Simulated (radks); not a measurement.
Results of a calculation; reference values are marked as such.
Question: Code: a radial shooting solver on a logarithmic mesh with Libxc functionals. Model: Dirac Kohn-Sham, LDA (Slater exchange, Perdew-Wang correlation), spin-unpolarised, spherical densities, point nucleus. Each species is in its NIST ground configuration. Rank Cd, Zn, Hg by radius at which the density is 0.001 e/bohr^3 (bohr), largest first.

Answer: Cd 4.37, Hg 4.30, Zn 4.17.
